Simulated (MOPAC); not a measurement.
Input file for MOPAC: PM7 on WSe, 2S+1 = 7, a spin state set in the input, which need not be the lowest, a point of a bond scan (R = 2.662 Å).

```
PM7 1SCF PRECISE CHARGE=0 UHF MS=3 THREADS=1
SeW

W      0.00000000 1     0.00000000 1     0.00000000 1
Se     0.00000000 1     0.00000000 1     2.66160300 1
```

Program output:

```
*******************************************************************************
 **                                                                           **
 **                              MOPAC v23.2.5                                **
 **                                                                           **
 *******************************************************************************
 ** MOPAC's Digital Object Identifier: https://doi.org/10.5281/zenodo.6511958 **
 **                                                                           **
 ** Please cite the open-source release paper for use of this MOPAC version:  **
 ** J. E. Moussa and J. J. P. Stewart (2026)                                  **
 ** MOPAC: An open-source semiempirical molecular orbital program             **
 ** J. Open Source Softw., 11(119), 8025, https://doi.org/10.21105/joss.08025 **
 *******************************************************************************

                              PM7 CALCULATION RESULTS

 *******************************************************************************
 *  PM7        - The PM7 Hamiltonian to be used
 *  UHF        - UNRESTRICTED HARTREE-FOCK CALCULATION
 *
 *
 *
 *                 CHARGE ON SYSTEM = 0
 *
 *
 *
 *  MS=        - IN MECI, MAGNETIC COMPONENT OF SPIN =  3.0
 *  PRECISE    - TIGHTER CRITERIA TO BE USED
 *  1SCF       - DO 1 SCF AND THEN STOP
 *  THREADS=1  - MULTI-THREADING NOT USED
 *  T=         - A TIME OF 172800.0 SECONDS REQUESTED
 *  DUMP=N     - RESTART FILE WRITTEN EVERY 7200.0 SECONDS REQUESTED
 *******************************************************************************
PM7 1SCF PRECISE CHARGE=0 UHF MS=3 THREADS=1
 SeW

   ATOM   CHEMICAL          X               Y               Z
  NUMBER   SYMBOL      (ANGSTROMS)     (ANGSTROMS)     (ANGSTROMS)

     1       W          0.00000000  *   0.00000000  *   0.00000000  *
     2      Se          0.00000000  *   0.00000000  *   2.66160300  *



          CARTESIAN COORDINATES

    NO.       ATOM           X           Y           Z

     1         W          0.0000      0.0000      0.0000
     2        Se          0.0000      0.0000      2.6616

 General Reference for PM7:
 "Optimization of Parameters for Semiempirical Methods VI: More Modifications to the
 NDDO Approximations and Re-optimization of Parameters", J. J. P. Stewart, J. Mol. Mod., 1:32, 19 (2013)
 https://link.springer.com/article/10.1007/s00894-012-1667-x

           Empirical Formula: W Se  =     2 atoms



      MOLECULAR POINT GROUP   :   C*v


          UHF CALCULATION, NO. OF ALPHA ELECTRONS =    9
                           NO. OF BETA  ELECTRONS =    3

 -------------------------------------------------------------------------------
 PM7 1SCF PRECISE CHARGE=0 UHF MS=3 THREADS=1
 SeW



     1SCF WAS SPECIFIED, SO BFGS WAS NOT USED
     SCF FIELD WAS ACHIEVED


                              PM7 CALCULATION
                                                       MOPAC v23.2.5 Linux




          FINAL HEAT OF FORMATION =        382.65089 KCAL/MOL =    1601.01134 KJ/MOL


          COSMO AREA              =        111.94 SQUARE ANGSTROMS
          COSMO VOLUME            =        103.02 CUBIC ANGSTROMS

          IONIZATION POTENTIAL    =          7.600566 EV
          ALPHA SOMO LUMO (EV)    =         -7.601  1.626
          BETA  SOMO LUMO (EV)    =         -7.661 -2.203
          NO. OF ALPHA ELECTRONS  =          9
          NO. OF BETA  ELECTRONS  =          3
          MOLECULAR WEIGHT        =        262.8100         POINT GROUP:  C*v

          MOLECULAR DIMENSIONS (Angstroms)

            Atom       Atom       Distance
           Se     2    W     1     2.66160
           Se     2    W     1     0.00000
            W     1   Se     2     0.00000


          SCF CALCULATIONS        =          1





   ATOM   CHEMICAL          X               Y               Z
  NUMBER   SYMBOL      (ANGSTROMS)     (ANGSTROMS)     (ANGSTROMS)

     1       W          0.00000000  *   0.00000000  *   0.00000000  *
     2      Se          0.00000000  *   0.00000000  *   2.66160300  *

                             CARTESIAN COORDINATES

   1    W        0.000000000     0.000000000     0.000000000
   2   Se        0.000000000     0.000000000     2.661603000


           Empirical Formula: W Se  =     2 atoms



      MOLECULAR POINT GROUP   :   C*v


          ALPHA EIGENVALUES
 -23.06334 -11.25686 -10.32305 -10.32149 -10.31635 -10.26878  -9.98275  -7.78551
  -7.60057   1.62639   1.75972   1.80439   4.42345


           BETA EIGENVALUES
 -20.36787 -10.20270  -7.66137  -2.20337   2.43496   2.45680   2.46268   2.46701
   2.48588   6.16749   6.54096   6.54871   7.70846


              NET ATOMIC CHARGES AND DIPOLE CONTRIBUTIONS

  ATOM NO.   TYPE          CHARGE      No. of ELECS.   s-Pop       p-Pop       d-Pop
    1          W           0.422967        5.5770     0.44502     0.12789     5.00412
    2         Se          -0.422967        6.4230     1.98259     4.44037
 DIPOLE           X         Y         Z       TOTAL
 POINT-CHG.     0.000     0.000    -5.407     5.407
 HYBRID         0.000     0.000     0.290     0.290
 SUM            0.000     0.000    -5.117     5.117


          ATOMIC ORBITAL ELECTRON POPULATIONS

     Atom    s        px        py        pz      x^2-y^2     xz        z^2       yz        xy
    1  W   0.44502   0.02717   0.02075   0.07996   1.00000   1.00603   1.00167   0.99643   1.00000
    2 Se   1.98259   1.96680   0.98282   1.49075


                    (SZ)    =    3.000000
                    (S**2)  =   12.026997


          ATOMIC ORBITAL SPIN POPULATIONS

    Atom   Total    s     px     py     pz   x^2-y^2  xz     z^2    yz     xy
         Atomic
    1  W  5.1491  0.134  0.017  0.021  0.022  1.000  0.986  0.973  0.996  1.000
    2 Se  0.8509  0.002 -0.003  0.983 -0.131

 **********************
 *                    *
 * JOB ENDED NORMALLY *
 *                    *
 **********************




 == MOPAC DONE ==
```

The run finished.

Cost: roughly 0.020 core-seconds.
